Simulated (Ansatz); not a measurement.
Isolated molecules relaxed with PBE0-D4/def2-TZVP in Ansatz; ΔE leaves out vibrations. CCSD(T)/CBS is the MP2 limit (def2-TZVPP, def2-QZVPP) plus CCSD(T) − MP2 in def2-TZVPP, frozen cores. This one scheme is used for every species. DFT in def2-TZVPP. B3LYP here is the variant with VWN-RPA as its local correlation; programs differ in this. def2 core potentials past Kr. For Te outer-core shells are correlated without core-valence functions, which leaves a few kJ/mol of doubt a bond. Each species was taken in one conformer, which may not be the lowest.

`C[Te]B(O)O` + `O[SiH3]` → `C[Te][SiH2]O` + `OBO`  (formal exchange of groups at a Te–B bond)

`C[Te]B(O)O`:

```xyz
10

C     0.311   -0.176   -1.935
Te   -1.402    0.208   -0.708
B    -0.314    0.130    1.176
O    -0.911    0.314    2.388
O     1.019   -0.115    1.129
H    -0.031   -0.180   -2.968
H     0.727   -1.144   -1.670
H     1.043    0.611   -1.780
H    -1.854    0.483    2.358
H     1.412   -0.131    2.009
```

`O[SiH3]`:

```xyz
6

O    -1.146   -0.559    0.131
Si    0.244    0.302   -0.074
H    -1.068   -1.485    0.362
H     1.066    0.323    1.168
H    -0.179    1.679   -0.420
H     1.083   -0.260   -1.168
```

`C[Te][SiH2]O`:

Z-matrix (Å, degrees):
```
C
Te 1 2.151
H 1 1.087 2 109.7
H 1 1.087 2 109.2 3 -122.0
H 1 1.088 2 106.8 3 119.1
Si 2 2.468 1 93.9 3 62.8
O 6 1.651 2 109.9 1 64.1
H 6 1.490 2 110.9 1 -55.7
H 6 1.486 2 106.0 1 -174.4
H 7 0.959 6 116.5 2 -149.6
```

`OBO`:

```xyz
6

O    -0.711   -0.524   -0.644
B    -0.019    0.144    0.323
O     1.281    0.455    0.112
H    -1.622   -0.698   -0.404
H    -0.522    0.469    1.360
H     1.594    0.154   -0.747
```

Task: Is it downhill or uphill in electronic energy at CCSD(T)/CBS, and by how much? (Estimate.)

Result: Ansatz gave: Downhill: ΔE = -5.6 kcal/mol.

Task: What do these levels give: PBE-D4, B3LYP, HF/def2-QZVPP, MP2/def2-QZVPP, SCS-MP2/def2-QZVPP, CCSD/CBS(def2)? (Best estimate.)

Result: Ansatz gave: PBE-D4 -6.5, B3LYP -6.0, HF/def2-QZVPP -5.7, MP2/def2-QZVPP -5.4, SCS-MP2/def2-QZVPP -5.2, CCSD/CBS(def2) -5.8 kcal/mol.

Largest T1 diagnostic among the species: 0.013.

In def2-TZVPP, CCSD(T) changes the Hartree–Fock value by +1.0 kcal/mol (the triples alone add +0.2 kcal/mol) and MP2 by +0.8 kcal/mol.
